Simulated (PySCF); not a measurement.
**[Co(CN)6]3-: 4 charge schemes on one density**

[Co(CN)6]3-, C6CoN6 (charge -3 and singlet state).
Structure used (PBE0-D3(BJ)/def2-SVP), in Å, numbered top down from 1:
```xyz
13
C6CoN6 angstrom
Co    -0.0001    0.0001    0.0000
C     -0.0088   -0.0042    1.9251
N     -0.0142   -0.0067    3.0955
C      0.0093    0.0039   -1.9251
N      0.0150    0.0064   -3.0956
C      1.9249    0.0096    0.0093
N      3.0954    0.0155    0.0150
C     -1.9252   -0.0095   -0.0086
N     -3.0957   -0.0154   -0.0138
C     -0.0098    1.9251    0.0039
N     -0.0157    3.0956    0.0060
C      0.0094   -1.9250   -0.0044
N      0.0153   -3.0955   -0.0071
```

Density: PBE0/pcSseg-1 (pcSseg-2 on Co) (PySCF); schemes: Mulliken, IAO, Hirshfeld and ESP-fitted. Whether so highly charged an anion holds all its electrons in the gas phase wasn't checked; a finite basis holds them in any case. No counter-ion or solvent screens the charge of this multiply charged ion. The pcSseg-1 basis has no diffuse functions, a weakness for an anion. The HOMO energy is positive at this level (+3.07 eV), so the outermost electrons may be held by the finite basis alone.

What partial charge does each atom carry?

In e:

```csv
atom,environment,Mulliken,IAO,Hirshfeld,ESP-fitted
Co1,cobalt bonded to 6 C,-1.165,+0.888,+0.262,-3.013
C2,carbon bonded to Co and N,+0.142,-0.162,-0.106,+0.834
N3,nitrogen bonded to C,-0.448,-0.486,-0.438,-0.831
C4,carbon bonded to Co and N,+0.142,-0.162,-0.106,+0.833
N5,nitrogen bonded to C,-0.448,-0.486,-0.438,-0.830
C6,carbon bonded to Co and N,+0.142,-0.162,-0.106,+0.830
N7,nitrogen bonded to C,-0.448,-0.486,-0.438,-0.829
C8,carbon bonded to Co and N,+0.142,-0.162,-0.106,+0.832
N9,nitrogen bonded to C,-0.448,-0.486,-0.438,-0.830
C10,carbon bonded to Co and N,+0.142,-0.162,-0.106,+0.833
N11,nitrogen bonded to C,-0.448,-0.486,-0.438,-0.830
C12,carbon bonded to Co and N,+0.142,-0.162,-0.106,+0.831
N13,nitrogen bonded to C,-0.448,-0.486,-0.438,-0.830
```

Mean size of the charges over all atoms: ESP-fitted 0.999 e, IAO 0.367 e, Mulliken 0.362 e, Hirshfeld 0.271 e. Each set sums to the total charge, -3, to within 0.002 e. The Mulliken scheme gives each basis function's population to the atom it is centred on and halves the overlap population of two atoms between them.

Lowest charge. The schemes don't all agree: Mulliken Co1 (-1.165); IAO N3, N5, N7, N9 and 2 more (-0.486); Hirshfeld N3, N5, N7, N9 and 2 more (-0.438); ESP-fitted Co1 (-3.013).

Highest charge. The schemes don't all agree: Mulliken C2, C4, C6, C8 and 2 more (+0.142); IAO Co1 (+0.888); Hirshfeld Co1 (+0.262); ESP-fitted C2 (+0.834).

Sum the charges by element, for elements with more than one atom.

```json
{"element": "C", "atoms": "6", "Mulliken": "+0.850", "IAO": "-0.971", "Hirshfeld": "-0.636", "ESP-fitted": "+4.993"}
{"element": "N", "atoms": "6", "Mulliken": "-2.685", "IAO": "-2.917", "Hirshfeld": "-2.627", "ESP-fitted": "-4.980"}
```

How many electrons does the Hirshfeld scheme count on N13?

Z − q = 7 − (-0.438) = 7.438.
The closed-shell solution of the metal species wasn't tested for stability.
